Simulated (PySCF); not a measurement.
# NMR parameters from quadrupole coupling constants

C₆H₆FNO.
Geometry (GFN2-xTB, Å), atoms numbered from 1 in this order:
```
atom  x, y, z in Å
C1    -1.821   -0.963    0.266
C2    -0.708    0.049    0.462
F3    -1.097    0.917    1.478
C4    -0.338    0.897   -0.775
C5     1.154    0.795   -0.779
C6     1.522   -0.044    0.197
C7     2.831   -0.440    0.544
N8     3.905   -0.745    0.800
O9     0.468   -0.577    0.900
H10   -2.735   -0.447   -0.015
H11   -1.981   -1.497    1.199
H12   -1.539   -1.671   -0.509
H13   -0.779    0.494   -1.689
H14   -0.687    1.923   -0.646
H15    1.800    1.317   -1.455
```

Computed at B3LYP/pcJ-1 (PySCF, non-relativistic):

| atom | environment | nucleus | spin I | Q (b) | CQ = χzz (MHz) | η |
| --- | --- | --- | --- | --- | --- | --- |
| N8 | nitrile nitrogen | 14N | 1 | 0.02044 | -4.844 | 0.157 |
| O9 | cyclic ether oxygen | 17O | 5/2 | -0.0256 | -11.155 | 0.759 |

Problem. Work back to Vxx, Vyy and Vzz; CQ/MHz = 234.96 (Q/b)(Vzz/au).

Solution. The tensor is traceless, so η fixes the two smaller values:

| atom | Vxx (au) | Vyy (au) | Vzz (au) | Vzz (10²¹ V/m²) |
| --- | --- | --- | --- | --- |
| N8 | 0.425 | 0.584 | -1.009 | -9.80 |
| O9 | -0.224 | -1.631 | 1.855 | 18.02 |

Problem. At 16.45 T, set νQ = 3|CQ|/[2I(2I − 1)] beside the Larmor frequency (|g| × 7.62259 MHz/T × B; g(14N) = 0.40376, g(17O) = −0.75752), and give PQ = |CQ|√(1 + η²/3).

Solution. 
```tsv
atom	PQ (MHz)	νQ (MHz)	ν0 (MHz)	νQ/ν0
N8	4.864	7.266	50.63	0.144
O9	12.18	1.673	94.99	0.018
```

For N8: PQ = 4.844 × 1.0041, νQ = 4.844 × 1.5000, ν0 = 3.0777 MHz/T × 16.45 T.

Problem. Second-order quadrupolar shift of the central transition's centre of gravity (half-integer spins, νQ < ν0/10) at 16.45, 18.8 and 23.5 T.

Solution. δ = −(3/40)(PQ/ν0)² [I(I + 1) − 3/4]/[I²(2I − 1)²], in ppm:

| site | 16.45 T | 18.8 T | 23.5 T |
| --- | --- | --- | --- |
| 17O at O9 | -98.6 | -75.5 | -48.3 |

Problem. Take a correlation time of 2 ps, isotropic tumbling and extreme narrowing. What quadrupolar relaxation rates and linewidths follow?

Solution. 1/T1 = 1/T2 = (3π²/10)(2I + 3)/[I²(2I − 1)] × PQ² × τc; the width is 1/(πT2).

| site | spin factor (2I + 3)/[I²(2I − 1)] | 1/T1 (s⁻¹) | T1 (ms) | linewidth (Hz) |
| --- | --- | --- | --- | --- |
| 14N at N8 | 5.000 | 700 | 1.43 | 223 |
| 17O at O9 | 0.320 | 281 | 3.56 | 89.5 |

Isolated species at its GFN2-xTB geometry, gas phase. GFN2-xTB bond lengths can be off by several hundredths of an ångström, more for odd bonds, and the gradients follow them. With a basis this small, the couplings can be 20 % off.
